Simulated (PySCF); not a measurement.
PySCF job for C2H7FSi3, SMILES F[SiH2][Si@H]1C=C[SiH2]1, TDDFT-M06-2X/def2-SVPD. Coordinates come from a PBE0-D3(BJ)/def2-SVP optimisation. The structure was generated by enumeration; whether it is a known compound was not checked. One conformer was computed; it need not be the lowest.

```python
import numpy as np
from pyscf import gto, scf, dft, tdscf

mol = gto.M(
    atom='''
    F     2.76908671    1.13676940   -0.28910341
    Si    1.68298803    0.64118061    0.82633413
    Si    0.14308097   -0.81372533   -0.16871051
    C    -1.32316912   -1.14023501    0.98879325
    C    -2.36833816   -0.47755095    0.43484759
    Si   -1.69953500    0.20687043   -1.19505306
    H     2.44521317    0.00507379    1.94318715
    H     0.96784475    1.84438166    1.34655348
    H     0.82286611   -2.00787234   -0.76226225
    H    -1.38954950   -1.68760738    1.93889796
    H    -3.36136825   -0.42160107    0.90088002
    H    -1.75043207    1.69233847   -1.36530697
    H    -2.27878725   -0.42948221   -2.41785181
    ''',
    basis='def2-SVPD',
    charge=0,
    spin=0,
    max_memory=1600,
    verbose=4,
)
mf = dft.RKS(mol, xc='m06-2x').density_fit(auxbasis='def2-universal-jkfit')
mf.grids.level = 4
mf.conv_tol = 1e-9
mf.max_cycle = 100
mf.kernel()
mf.grids = dft.Grids(mol).set(level=2).build(with_non0tab=True)  # coarser grid for the response kernel
td = tdscf.TDDFT(mf)
td.singlet = True
td.nstates = 10
td.conv_tol = 1e-4
td.positive_eig_threshold = 1e-6
td.kernel(x0=td.get_init_guess(mf, 15))
td.analyze()
tt = tdscf.TDA(mf)
tt.singlet = False
tt.nstates = 4
tt.conv_tol = 1e-4
tt.positive_eig_threshold = 1e-6
tt.kernel(x0=tt.get_init_guess(mf, 9))
tt.analyze(verbose=3)
```

Log of the run:

```
PySCF version 2.14.0

[INPUT] verbose = 4
[INPUT] num. atoms = 13
[INPUT] num. electrons = 70
[INPUT] charge = 0
[INPUT] spin (= nelec alpha-beta = 2S) = 0
[INPUT] symmetry False subgroup None
[INPUT] Mole.unit = angstrom
[INPUT] Symbol           X                Y                Z      unit          X                Y                Z       unit  Magmom
[INPUT]  1 F      2.769086710000   1.136769400000  -0.289103410000 AA    5.232815497073   2.148182832786  -0.546326266578 Bohr   0.0
[INPUT]  2 Si     1.682988030000   0.641180610000   0.826334130000 AA    3.180386447621   1.211655749282   1.561545193081 Bohr   0.0
[INPUT]  3 Si     0.143080970000  -0.813725330000  -0.168710510000 AA    0.270383846937  -1.537718014321  -0.318816658236 Bohr   0.0
[INPUT]  4 C     -1.323169120000  -1.140235010000   0.988793250000 AA   -2.500427253282  -2.154731886541   1.868548436319 Bohr   0.0
[INPUT]  5 C     -2.368338160000  -0.477550950000   0.434847590000 AA   -4.475510492756  -0.902440506026   0.821742851027 Bohr   0.0
[INPUT]  6 Si    -1.699535000000   0.206870430000  -1.195053060000 AA   -3.211655689113   0.390928455971  -2.258322987723 Bohr   0.0
[INPUT]  7 H      2.445213170000   0.005073790000   1.943187150000 AA    4.620783207480   0.009588073514   3.672091522274 Bohr   0.0
[INPUT]  8 H      0.967844750000   1.844381660000   1.346553480000 AA    1.828961508598   3.485376206571   2.544617289280 Bohr   0.0
[INPUT]  9 H      0.822866110000  -2.007872340000  -0.762262250000 AA    1.554991585086  -3.794328815690  -1.440466887595 Bohr   0.0
[INPUT] 10 H     -1.389549500000  -1.687607380000   1.938897960000 AA   -2.625867991526  -3.189115753995   3.663986127878 Bohr   0.0
[INPUT] 11 H     -3.361368250000  -0.421601070000   0.900880020000 AA   -6.352065396309  -0.796710556124   1.702416508893 Bohr   0.0
[INPUT] 12 H     -1.750432070000   1.692338470000  -1.365306970000 AA   -3.307837211955   3.198056218365  -2.580056249260 Bohr   0.0
[INPUT] 13 H     -2.278787250000  -0.429482210000  -2.417851810000 AA   -4.306283798651  -0.811603752273  -4.569077730684 Bohr   0.0

nuclear repulsion = 406.25524936999
number of shells = 83
number of NR pGTOs = 289
number of NR cGTOs = 191
basis = def2-SVPD
ecp = {}


[settings echo left out]
init E= -1048.58558673459
  HOMO = -0.273011310063874  LUMO = -0.0799237028965796  gap/eV = 5.25418
cycle= 1 E= -1048.17740989269  delta_E= 0.408  |g|= 0.485  |ddm|= 4.56
  HOMO = -0.316785198418469  LUMO = -0.0242090944801334  gap/eV = 7.96140
cycle= 2 E= -1048.1754812747  delta_E= 0.00193  |g|= 0.567  |ddm|= 1.02
  HOMO = -0.317292438878131  LUMO = -0.0184453813566074  gap/eV = 8.13204
cycle= 3 E= -1048.23134312028  delta_E= -0.0559  |g|= 0.0431  |ddm|= 0.484
  HOMO = -0.312989375439486  LUMO = -0.0146517901070169  gap/eV = 8.11818
cycle= 4 E= -1048.23174722511  delta_E= -0.000404  |g|= 0.0205  |ddm|= 0.106
  HOMO = -0.313638790436039  LUMO = -0.0132758033484071  gap/eV = 8.17329
cycle= 5 E= -1048.23185439665  delta_E= -0.000107  |g|= 0.00788  |ddm|= 0.0411
  HOMO = -0.314231109240064  LUMO = -0.013968442387684  gap/eV = 8.17056
cycle= 6 E= -1048.23187190551  delta_E= -1.75e-05  |g|= 0.00177  |ddm|= 0.0144
  HOMO = -0.314220969131258  LUMO = -0.0139661432328988  gap/eV = 8.17035
cycle= 7 E= -1048.23187268233  delta_E= -7.77e-07  |g|= 0.000716  |ddm|= 0.00379
  HOMO = -0.314195388444181  LUMO = -0.0139179946128163  gap/eV = 8.17096
cycle= 8 E= -1048.23187284096  delta_E= -1.59e-07  |g|= 0.00013  |ddm|= 0.00139
  HOMO = -0.31421801083514  LUMO = -0.0139302246938406  gap/eV = 8.17125
cycle= 9 E= -1048.23187284799  delta_E= -7.03e-09  |g|= 3.16e-05  |ddm|= 0.000392
  HOMO = -0.314213693319713  LUMO = -0.0139267096092337  gap/eV = 8.17123
cycle= 10 E= -1048.23187284846  delta_E= -4.7e-10  |g|= 1.02e-05  |ddm|= 0.000108
  HOMO = -0.314215483326942  LUMO = -0.0139276613348303  gap/eV = 8.17125
Extra cycle  E= -1048.23187284849  delta_E= -3.37e-11  |g|= 6.77e-06  |ddm|= 4.26e-05
converged SCF energy = -1048.23187284849
tot grids = 107408
Overwritten attributes  positive_eig_threshold  of <class 'pyscf.tdscf.rks.TDDFT'>


******** <class 'pyscf.tdscf.rks.TDDFT'> for <class 'pyscf.df.df_jk.DFRKS'> ********
nstates = 10 singlet
deg_eia_thresh = 1.000e-03
wfnsym = None
conv_tol = 0.0001
eigh lindep = 1e-12
eigh level_shift = 0
eigh max_cycle = 100


Excitation energies (eV)
[5.20695863 5.58494153 5.69838039 6.22579433 6.40414717 6.54705305
 6.70620233 6.75458433 6.91002909 6.96339593]

** Singlet excitation energies and oscillator strengths **
Excited State   1:      5.20696 eV    238.11 nm  f=0.0022
      33 -> 36       -0.16011
      35 -> 36       -0.65874
Excited State   2:      5.58494 eV    222.00 nm  f=0.0014
      33 -> 36       -0.39043
      33 -> 37        0.28731
      34 -> 36       -0.36203
      34 -> 37        0.14942
      35 -> 36        0.14693
      35 -> 37       -0.23596
Excited State   3:      5.69838 eV    217.58 nm  f=0.0350
      32 -> 36       -0.12460
      33 -> 36        0.23321
      33 -> 37       -0.24835
      34 -> 36       -0.20699
      35 -> 36       -0.15192
      35 -> 37       -0.51187
Excited State   4:      6.22579 eV    199.15 nm  f=0.0218
      33 -> 36       -0.12410
      33 -> 38       -0.12728
      34 -> 36        0.37643
      34 -> 38       -0.11567
      35 -> 37       -0.17884
      35 -> 38        0.46925
      35 -> 39        0.10447
Excited State   5:      6.40415 eV    193.60 nm  f=0.0453
      32 -> 36       -0.15963
      33 -> 37        0.12691
      34 -> 36       -0.23691
      34 -> 37       -0.56051
      35 -> 38        0.19396
Excited State   6:      6.54705 eV    189.37 nm  f=0.2558
      32 -> 36        0.11096
      33 -> 36       -0.13659
      34 -> 36        0.23537
      34 -> 37       -0.30156
      34 -> 38       -0.15201
      35 -> 37       -0.29841
      35 -> 38       -0.36365
      35 -> 41        0.10338
Excited State   7:      6.70620 eV    184.88 nm  f=0.0453
      33 -> 36        0.27792
      33 -> 37        0.40777
      34 -> 38        0.11949
      35 -> 37       -0.10529
      35 -> 38       -0.14369
      35 -> 39        0.34714
      35 -> 41       -0.18941
Excited State   8:      6.75458 eV    183.56 nm  f=0.0455
      33 -> 36        0.26186
      33 -> 37        0.32848
      34 -> 37        0.15575
      34 -> 38       -0.11149
      35 -> 39       -0.39416
      35 -> 40        0.16121
      35 -> 41        0.18394
Excited State   9:      6.91003 eV    179.43 nm  f=0.0787
      30 -> 36       -0.10062
      32 -> 37       -0.13061
      34 -> 38        0.55953
      35 -> 37       -0.10015
      35 -> 38        0.11128
      35 -> 39       -0.19056
      35 -> 40        0.10589
Excited State  10:      6.96340 eV    178.05 nm  f=0.1114
      30 -> 36        0.18033
      30 -> 37       -0.12170
      32 -> 36       -0.33383
      33 -> 36       -0.17244
      34 -> 36        0.14330
      35 -> 38       -0.10380
      35 -> 39        0.11191
      35 -> 40        0.37511
      35 -> 41       -0.15766
      35 -> 42        0.19204

** Transition electric dipole moments (AU) **
state          X           Y           Z        Dip. S.      Osc.
  1        -0.0217      0.0359     -0.1249      0.0174      0.0022
  2         0.0525      0.0845      0.0168      0.0102      0.0014
  3        -0.4177     -0.1325     -0.2417      0.2505      0.0350
  4        -0.3612     -0.0612      0.0946      0.1432      0.0218
  5         0.4824     -0.1476      0.1851      0.2888      0.0453
  6        -1.0592      0.1981     -0.6585      1.5948      0.2558
  7        -0.4292      0.2728     -0.1299      0.2755      0.0453
  8        -0.4911     -0.1540     -0.1004      0.2750      0.0455
  9        -0.5190     -0.0440     -0.4401      0.4650      0.0787
 10        -0.4631      0.0319     -0.6615      0.6531      0.1114

** Transition velocity dipole moments (imaginary part, AU) **
state          X           Y           Z        Dip. S.      Osc.
  1        -0.0065      0.0128     -0.0291      0.0011      0.0037
  2         0.0136      0.0244      0.0057      0.0008      0.0026
  3        -0.0988     -0.0323     -0.0618      0.0146      0.0465
  4        -0.0837     -0.0208      0.0304      0.0084      0.0244
  5         0.1299     -0.0413      0.0463      0.0207      0.0587
  6        -0.2710      0.0519     -0.1693      0.1048      0.2904
  7        -0.1138      0.0753     -0.0302      0.0195      0.0528
  8        -0.1312     -0.0433     -0.0235      0.0197      0.0528
  9        -0.1386     -0.0114     -0.1224      0.0343      0.0901
 10        -0.1212      0.0017     -0.1876      0.0499      0.1300

** Transition magnetic dipole moments (imaginary part, AU) **
state          X           Y           Z
  1        -0.5736     -0.3212     -0.4990
  2        -0.5064      0.2376     -0.3184
  3         0.1861     -0.9631     -0.0937
  4         0.1397      0.9608      0.7908
  5         0.7196      1.2133      0.6448
  6        -0.0179      0.1707      0.6341
  7        -0.1713     -0.0517      0.5512
  8         0.6280      0.4263      0.1186
  9        -0.1157     -0.7007      0.8229
 10        -0.4038      1.0484     -0.0295
Overwritten attributes  positive_eig_threshold  of <class 'pyscf.tdscf.rks.TDA'>


******** <class 'pyscf.tdscf.rks.TDA'> for <class 'pyscf.df.df_jk.DFRKS'> ********
nstates = 4 triplet
deg_eia_thresh = 1.000e-03
wfnsym = None
conv_tol = 0.0001
eigh lindep = 1e-12
eigh level_shift = 0
eigh max_cycle = 100


Excitation energies (eV)
[4.42674349 4.94516358 5.15102214 5.45281057]

** Triplet excitation energies and oscillator strengths **
Excited State   1:      4.42674 eV    280.08 nm  f=0.0000
Excited State   2:      4.94516 eV    250.72 nm  f=0.0000
Excited State   3:      5.15102 eV    240.70 nm  f=0.0000
Excited State   4:      5.45281 eV    227.38 nm  f=0.0000
```

The run converged.
